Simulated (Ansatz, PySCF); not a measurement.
Stretching the H–H spacing in H6 ring (multiplicity 1 held). Energies count from the point at 0.900 Å.
Geometry at that point (charge 0, multiplicity 1):
```xyz
6

H      0.900     0.000     0.000
H      0.450     0.779     0.000
H     -0.450     0.779     0.000
H     -0.900     0.000     0.000
H     -0.450    -0.779     0.000
H      0.450    -0.779     0.000
```

```csv
level,energy at R = 3.600 Å (kcal/mol),cost
R-HF/6-31G*,542.14,-
U-HF/6-31G*,141.58,-
R-HF/cc-pVTZ,523.38,-
U-HF/cc-pVTZ,153.09,-
U-PBE/cc-pVTZ,254.17,-
R-BP86/6-31G*,380.10,-
R-r2SCAN/cc-pVTZ,412.97,×2
U-r2SCAN/cc-pVTZ,258.71,-
R-B3LYP/6-31G*,417.66,-
U-B3LYP/6-31G*,252.83,-
U-B3LYP/cc-pVTZ,259.72,-
R-wB97X-V/cc-pVTZ,494.89,×3
U-wB97X-V/cc-pVTZ,251.07,-
R-MP2/6-31G*,373.73,-
R-SCS-MP2/cc-pVTZ,383.42,-
U-SCS-MP2/cc-pVTZ,240.66,-
"SC-NEVPT2 on CASSCF(6,6)/cc-pVTZ",236.97,-
"FIC-NEVPT4(SD) on CASSCF(6,6)/cc-pVTZ",247.46,-
"FIC-MRCISD on CASSCF(6,6)/cc-pVTZ",247.11,-
"FIC-MRCISD+Q on CASSCF(6,6)/cc-pVTZ",248.85,-
```

The rows run from 141.58 (U-HF/6-31G*) to 542.14 kcal/mol (R-HF/6-31G*). The 4 U-functionals in cc-pVTZ without D3 or D4 span 8.65, from U-wB97X-V to U-B3LYP.

Restricted levels (R-, RO-) in cc, def2 and unpolarised 6-31G sets keep to the state of the molecule at rest. U- levels take the lowest unrestricted solution at each point, which mixes spins at long bonds. Active spaces are followed from rest. Curves can end on different states.

Rows in 6-31G* carry no dispersion term and start afresh at each structure (6-31G* with six Cartesian d functions).

Doubts at one or more of the structures used: a restricted determinant that unrestricted orbitals would lower (R-HF/6-31G*, R-HF/cc-pVTZ, R-BP86/6-31G*, R-r2SCAN/cc-pVTZ, R-B3LYP/6-31G*, R-wB97X-V/cc-pVTZ, R-MP2/6-31G*, R-SCS-MP2/cc-pVTZ); a spin-contaminated determinant (U-HF/6-31G*, U-HF/cc-pVTZ, U-PBE/cc-pVTZ, U-r2SCAN/cc-pVTZ, U-B3LYP/6-31G*, U-B3LYP/cc-pVTZ, U-wB97X-V/cc-pVTZ, U-SCS-MP2/cc-pVTZ).

Run with Ansatz (a quantum-chemistry and plane-wave program) with Gaussian orbitals; PySCF for 6-31G* rows. Values without a source in brackets are computed.

Costs are rough ratios of core time to R-PBE/cc-pVTZ (about 1.0 s over the structures, on one shared machine); a dash marks a level with no comparable run of its own.
